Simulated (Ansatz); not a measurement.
`N[Si](O)(F)Cl` + `BS` → `B[Si](O)(F)Cl` + `NS`  (formal exchange of groups at the Si–N bond)

Calculated with Ansatz (gas phase, PBE0-D4/def2-TZVP geometries, no zero-point term in ΔE). CBS: MP2 limit from def2 TZ/QZ plus the TZ coupled-cluster correction, frozen cores. This one scheme is used for every species. Functionals use def2-TZVPP. HSE06 is defined as in plane-wave codes. Each species was taken in one conformer, which may not be the lowest.

(1) Is it downhill or uphill in electronic energy at CCSD(T)/CBS, and by how much? (Estimate.)

(2) What do these levels give: HSE06-D4, revPBE, PBE0, CCSD/def2-SVP, CCSD/def2-TZVPP, MP2/def2-QZVPP? (Estimate.)

Largest T1 diagnostic among the species: 0.015.

## Answers

(1) Computed: Uphill: ΔE = +300.7 kJ/mol.

(2) Computed: HSE06-D4 293.4, revPBE 278.9, PBE0 292.6, CCSD/def2-SVP 306.5, CCSD/def2-TZVPP 300.6, MP2/def2-QZVPP 312.8 kJ/mol.

From BLYP to BHLYP (50 % exact exchange), in def2-TZVPP and without D4, ΔE moves by +15.8 kJ/mol. Leaving LDA and LC-ωPBE aside and taking each functional with its dispersion term where it has one, the values, not all of them listed here, spread over 24.0 kJ/mol, from revPBE-D4 to r2SCAN0-D4. LDA lies +16.7 kJ/mol from PBE without D4.
